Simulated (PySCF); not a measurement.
Working out the ionisation energy of Sr⁺

Sr⁺ [Kr] 5s1 (2S) → Sr²⁺ [Kr] (1S). Calculation: PySCF 2.14, in def2-QZVPPD with the def2 core potential (28 electrons) (7s5p4d3f, 63 functions); a scalar-relativistic core potential. Frozen: nothing. Energies in hartree (1 hartree = 27.21139 eV):

```json
{"part": "UHF", "Sr⁺ (lower)": "-30.172847", "Sr²⁺ (upper)": "-29.789074"}
{"part": "MP2 opposite-spin", "Sr⁺ (lower)": "-0.153842", "Sr²⁺ (upper)": "-0.143255"}
{"part": "MP2 same-spin", "Sr⁺ (lower)": "-0.055141", "Sr²⁺ (upper)": "-0.046644"}
```

Problem. What does Hartree-Fock give?

Solution. (-29.789074) − (-30.172847) = 0.383773 hartree = 10.443 eV.

Problem. What do MP2 and SCS-MP2 (6/5 opposite-spin, 1/3 same-spin) give?

Solution. The opposite-spin parts differ by 0.288 eV and the same-spin parts by 0.231 eV. MP2: 10.443 + (0.288) + (0.231) = 10.962 eV. SCS-MP2: 10.443 + 1.2 × (0.288) + (0.231)/3 = 10.866 eV.

Measured between the centres of the two terms (NIST): 11.030 eV, so MP2 (valence and next inner shell) is off by -0.068 eV.

What remains against the reference includes basis incompleteness and correlation beyond second order.
